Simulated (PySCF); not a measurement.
Compound: C₈H₉F.
Structure used (GFN2-xTB), in Å, numbered top down from 1:
```xyz
18
C8H9F angstrom
C     -2.2353    0.1513    0.9564
C     -1.2207   -0.1630   -0.0795
C     -0.8921   -1.2257   -0.8188
C      0.2893   -0.5595   -1.4658
C      1.5948   -0.7074   -0.6451
C      1.1829    0.4861    0.1685
C      1.7017    1.1409    1.1856
F      2.8692    0.7705    1.7575
C     -0.0881    0.6872   -0.6168
H     -2.0519    1.1372    1.3767
H     -2.2074   -0.5850    1.7588
H     -3.2364    0.1360    0.5256
H     -1.2659   -2.2302   -0.8953
H      0.3726   -0.5482   -2.5472
H      2.5018   -0.5352   -1.2230
H      1.6981   -1.6415   -0.0951
H      1.2819    2.0178    1.6562
H     -0.3035    1.6752   -1.0103
```

Definitions: NICS(0) = −σiso at the ring centroid; NICS(1) = −σiso and NICS(1)zz = −σzz at ±1 Å along the ring normal z. Level: GIAO PBE0/pcSseg-1 (PySCF, non-relativistic, gas phase) on the GFN2-xTB geometry, one conformer.

Ring bond lengths (Å), with Mayer bond orders in brackets: C2–C3 1.336 (1.75), C3–C4 1.503 (1.02), C4–C9 1.555 (0.97), C9–C2 1.515 (0.99); C4–C5 1.549 (0.98), C5–C6 1.502 (1.01), C6–C9 1.507 (0.95), C9–C4 1.555 (0.97).

Problem. What do the NICS probes read (ppm)?

Solution. 
| ring | type | NICS(0) | NICS(1), two faces | NICS(1)zz, two faces | rms pucker (Å) | centre to ring atoms, mean (Å) |
| --- | --- | --- | --- | --- | --- | --- |
| C2–C3–C4–C9 | 4-membered carbocycle; formal bonds 1 double, 3 single | -0.7 | -2.8 / -2.3 | -1.4 / -0.8 | 0.00 | 1.04 |
| C4–C5–C6–C9 | 4-membered carbocycle; formal bonds all single | -1.8 | -1.1 / -1.7 | 0.4 / -1.0 | 0.01 | 1.08 |

Problem. What can be read from them?

Solution. 
- C2–C3–C4–C9: mean NICS(1)zz -1.1 ppm, near zero. C4, C9 have four or more neighbours, and the NICS criterion for π rings isn't applied.
- C4–C5–C6–C9: mean NICS(1)zz -0.3 ppm, near zero. C4, C5, C9 have four or more neighbours, and the NICS criterion for π rings isn't applied.

Problem. What are the shieldings of the ring atoms and their hydrogens in the same run (means over atoms taken as equivalent)?

Solution. 
```tsv
atoms	environment	σ isotropic (ppm)	principal values of the symmetric part, first atom (ppm)
C2	fully substituted alkene carbon	28.6	-82.0, 26.4, 141.3
C3	alkene CH carbon	43.8	-55.8, 40.6, 146.5
C4	sp3 carbon at a ring junction	149.5	131.0, 150.0, 167.5
C5	allylic carbon	155.8	143.8, 155.1, 168.5
C6	fully substituted alkene carbon	61.1	-35.5, 66.9, 151.8
C9	sp3 carbon at a ring junction	135.9	116.8, 140.1, 150.7
H13	vinylic hydrogen	25.44	24.4, 25.1, 26.8
H14	methine hydrogen	28.62	25.1, 27.3, 33.5
H15	methylene hydrogen	28.77	25.0, 27.3, 34.1
H16	methylene hydrogen	29.22	25.9, 27.1, 34.7
H18	methine hydrogen	28.13	25.6, 26.9, 31.9
```
